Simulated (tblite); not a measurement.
Compound: C₅H₁₀ClNSi₂.
SMILES with atom numbers: `[CH2:1]=[CH:2][C@@:3]([SiH3:4])([C:5]#[N:6])[C@@H:7]([SiH3:8])[Cl:9]` (hydrogens: H10, H11 on C1; H12 on C2; H13, H14, H15 on Si4; H16 on C7; H17, H18, H19 on Si8)

Computed with GFN2-xTB (tblite), gas phase: L-BFGS steps from a force-field or distance-geometry start until the largest atomic force falls under 0.01 eV/Å.

Step 43: E = -725.6474 eV
```
atom  x, y, z in Å  |  force x, y, z in eV/Å
C1     -1.2065    2.0125    0.3411   -0.023  -0.033  -0.016
C2     -0.8134    0.8299    0.7818    0.004   0.005  -0.015
C3     -0.3350   -0.2982   -0.0803    0.035  -0.009   0.012
Si4    -1.6619   -1.7190   -0.0457   -0.004   0.007   0.010
C5     -0.1979    0.0886   -1.4527   -0.037   0.019  -0.028
N6     -0.0947    0.3598   -2.5610   -0.006  -0.022   0.004
C7      1.0360   -0.8056    0.3764    0.060   0.045  -0.033
Si8     2.3859    0.5625    0.4486    0.020   0.016   0.022
Cl9     0.8948   -1.5328    2.0046    0.025  -0.043   0.012
H10    -1.2097    2.2476   -0.7117   -0.006   0.024   0.030
H11    -1.5405    2.7903    1.0079   -0.007  -0.058  -0.003
H12    -0.8133    0.5934    1.8389   -0.005   0.058  -0.041
H13    -2.8307   -1.2095   -0.7567    0.009   0.003  -0.024
H14    -1.0645   -2.8701   -0.7203    0.002   0.017  -0.003
H15    -1.9992   -2.0223    1.3376    0.003   0.023   0.034
H16     1.3533   -1.6209   -0.2798   -0.020  -0.009   0.023
H17     3.6192   -0.0511    0.9391   -0.060  -0.035  -0.021
H18     2.5467    1.0666   -0.9137   -0.006   0.009   0.056
H19     1.9215    1.5875    1.3798    0.016  -0.015  -0.022
```

Step 44: E = -725.6487 eV
```
atom  x, y, z in Å  |  force x, y, z in eV/Å
C1     -1.2104    2.0094    0.3381   -0.009  -0.021  -0.012
C2     -0.8092    0.8305    0.7792    0.015   0.001   0.005
C3     -0.3332   -0.2971   -0.0819    0.045  -0.046   0.006
Si4    -1.6624   -1.7144   -0.0437   -0.026  -0.028   0.008
C5     -0.1980    0.0870   -1.4553   -0.024   0.012  -0.038
N6     -0.0945    0.3527   -2.5650   -0.010  -0.020   0.020
C7      1.0371   -0.8071    0.3751    0.081   0.075  -0.078
Si8     2.3853    0.5645    0.4536    0.006   0.001   0.026
Cl9     0.8975   -1.5440    1.9973    0.013  -0.045   0.028
H10    -1.2210    2.2391   -0.7154   -0.019   0.047   0.024
H11    -1.5364    2.7864    1.0089   -0.027  -0.032  -0.018
H12    -0.7992    0.5994    1.8367   -0.006   0.043  -0.019
H13    -2.8309   -1.2038   -0.7560    0.022  -0.002  -0.019
H14    -1.0691   -2.8711   -0.7148   -0.004   0.037   0.006
H15    -2.0034   -2.0153    1.3401    0.010   0.030   0.021
H16     1.3556   -1.6175   -0.2870   -0.019  -0.006   0.029
H17     3.6183   -0.0511    0.9428   -0.062  -0.030  -0.022
H18     2.5462    1.0755   -0.9062   -0.007   0.006   0.057
H19     1.9179    1.5863    1.3876    0.021  -0.023  -0.025
```

Step 45: E = -725.6503 eV
```
atom  x, y, z in Å  |  force x, y, z in eV/Å
C1     -1.2156    2.0045    0.3336    0.007  -0.004  -0.004
C2     -0.8016    0.8311    0.7755    0.023  -0.003   0.018
C3     -0.3299   -0.2970   -0.0843    0.043  -0.068  -0.003
Si4    -1.6643   -1.7088   -0.0406   -0.039  -0.053   0.009
C5     -0.1982    0.0846   -1.4591   -0.005  -0.006  -0.040
N6     -0.0938    0.3428   -2.5706   -0.016  -0.013   0.034
C7      1.0404   -0.8084    0.3712    0.076   0.072  -0.089
Si8     2.3840    0.5675    0.4615   -0.010  -0.016   0.022
Cl9     0.9013   -1.5622    1.9860    0.003  -0.031   0.024
H10    -1.2392    2.2269   -0.7204   -0.032   0.071   0.005
H11    -1.5306    2.7816    1.0086   -0.052  -0.002  -0.029
H12    -0.7766    0.6090    1.8338   -0.005   0.018   0.014
H13    -2.8310   -1.1952   -0.7550    0.034  -0.006  -0.014
H14    -1.0765   -2.8722   -0.7065   -0.009   0.051   0.011
H15    -2.0098   -2.0042    1.3441    0.017   0.037   0.008
H16     1.3593   -1.6131   -0.2972   -0.006  -0.004   0.022
H17     3.6162   -0.0494    0.9482   -0.045  -0.033  -0.015
H18     2.5444    1.0885   -0.8938   -0.005   0.008   0.043
H19     1.9116    1.5831    1.3989    0.021  -0.019  -0.015
```

**Question.** Estimate the geometry and energy of step 46. (The exact step hangs on the optimiser's Hessian estimate; all steps are aligned on step 45, rigid shifts and turns removed.)

**Answer.** E = -725.6517 eV, largest force 0.089 eV/Å
```
atom  x, y, z in Å  |  force x, y, z in eV/Å
C1     -1.2207    1.9990    0.3289    0.021   0.006  -0.004
C2     -0.7920    0.8317    0.7719    0.023  -0.002   0.021
C3     -0.3257   -0.2983   -0.0872    0.024  -0.059  -0.006
Si4    -1.6674   -1.7037   -0.0369   -0.032  -0.049   0.014
C5     -0.1983    0.0813   -1.4634    0.011  -0.030  -0.025
N6     -0.0926    0.3323   -2.5764   -0.022  -0.002   0.032
C7      1.0451   -0.8091    0.3652    0.042   0.028  -0.058
Si8     2.3821    0.5706    0.4708   -0.020  -0.024   0.010
Cl9     0.9052   -1.5834    1.9731    0.000  -0.003   0.000
H10    -1.2610    2.2142   -0.7258   -0.039   0.080  -0.001
H11    -1.5246    2.7776    1.0063   -0.072   0.017  -0.035
H12    -0.7501    0.6199    1.8312   -0.002  -0.003   0.027
H13    -2.8310   -1.1855   -0.7537    0.038  -0.009  -0.013
H14    -1.0856   -2.8730   -0.6970   -0.008   0.048   0.009
H15    -2.0170   -1.9914    1.3486    0.021   0.040   0.004
H16     1.3641   -1.6085   -0.3087    0.015  -0.005   0.004
H17     3.6137   -0.0463    0.9542   -0.017  -0.042  -0.004
H18     2.5419    1.1031   -0.8791   -0.002   0.015   0.022
H19     1.9040    1.5786    1.4118    0.019  -0.007   0.002
```

The energy changes by -0.0014 eV. The first-order estimate −F·Δx gives -0.0019 eV and the mean of the old and new forces, exact on a quadratic surface, -0.0014 eV. The step makes an angle of 83° with the force vector and moves no atom by more than 0.029 Å.

What follows is the cost of the whole relaxation. The run took 2.2 s wall on one thread of an Arm Neoverse N1 (shared host).
